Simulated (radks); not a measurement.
Effect of the nuclear size on neutral rhenium, [Xe] 4f14 5d5 6s2. Calculated with a radial shooting solver on a logarithmic mesh with Libxc functionals: Dirac Kohn-Sham, LDA (Slater exchange, Perdew-Wang correlation), spin-unpolarised, spherical densities, finite nucleus; open shells are shared between the two j in proportion to 2j + 1; Fermi nuclear charge, rms radius 5.3698 fm. The rms radius is varied about that value; shifts are against it.

rms radius (fm)	total energy shift (eV)	density at nucleus (e/bohr^3)	1s1/2 shift (meV)	2s1/2 shift (meV)	5p1/2 shift (meV)	6s1/2 shift (meV)	5d5/2 shift (meV)	6p1/2 (empty) shift (meV)
4.5643	-18.1	1.632e+06	-7330	-1040	0.548	-0.694	0.603	0.221
5.0691	-6.99	1.572e+06	-2830	-402	0.211	-0.267	0.232	0.085
5.3698	0	1.54e+06	0.000	0.000	0.000	0.000	0.000	0.000
5.649	6.72	1.513e+06	2720	386	-0.203	0.257	-0.223	-0.082
6.5243	29.2	1.437e+06	11800	1680	-0.879	1.12	-0.970	-0.356

Slopes of the eigenvalues against <r^2> in GHz/fm^2, as finite differences over the two radii next to the reference (eigenvalue slopes, not the field-shift constants of lines): 1s1/2 216000, 2s1/2 30700, 5p1/2 -16.1, 6s1/2 20.4, 5d5/2 -17.7, 6p1/2 (empty) -6.51.
